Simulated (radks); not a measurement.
Values are calculated unless marked as measured or tabulated.
Problem. All-electron atom: K I in [Ar] 4s1. Level of theory: scalar-relativistic Kohn-Sham, PBEsol, spin-polarised, spherical densities, finite nucleus; open shells are filled with parallel spins first; Fermi nuclear charge, rms radius 3.4349 fm; hard spherical wall at 10 bohr (a radial shooting solver on a logarithmic mesh with Libxc functionals). Some entries of the table are withheld. Estimate them.

| orbital | occ. | eigenvalue (eV) | <r> (bohr) | <1/r> (bohr^-1) |
|---|---|---|---|---|
| 1s up | 1 | -3516.799 | 0.08113 | 18.70 |
| 1s down | 1 | -3516.784 | 0.08113 | 18.70 |
| 2s up | 1 | -352.4588 | 0.3881 | 3.794 |
| 2s down | 1 | -352.4433 | 0.3881 | 3.794 |
| 2p up | 3 | -279.4984 | 0.3508 | 3.698 |
| 2p down | 3 | -279.4841 | 0.3508 | 3.698 |
| 3s up | 1 | -34.8919 | 1.271 | 1.098 |
| 3s down | 1 | -34.8386 | 1.269 | 1.099 |
| 3p up | 3 | -18.4417 | 1.440 | 0.9536 |
| 3p down | 3 | -18.3589 | 1.434 | 0.9564 |
| 4s up | 1 | -2.3058 | 4.552 | 0.2735 |
| 4s down | 0 | -1.3087 | 4.343 | 0.2902 |
| 4p up | 0 | -0.3754 | 5.258 | 0.2315 |
| 3d up | 0 | (1) | 4.443 | 0.3075 |
| 4p down | 0 | 0.8287 | 5.081 | 0.2437 |
| 3d down | 0 | (2) | 3.827 | 0.3714 |
| 5s up | 0 | 3.4307 | 5.909 | 0.2431 |
| 5s down | 0 | 4.5578 | 6.051 | 0.2341 |

Solution. 
(1) 3d up eigenvalue (eV): 0.8040
(2) 3d down eigenvalue (eV): 1.6792
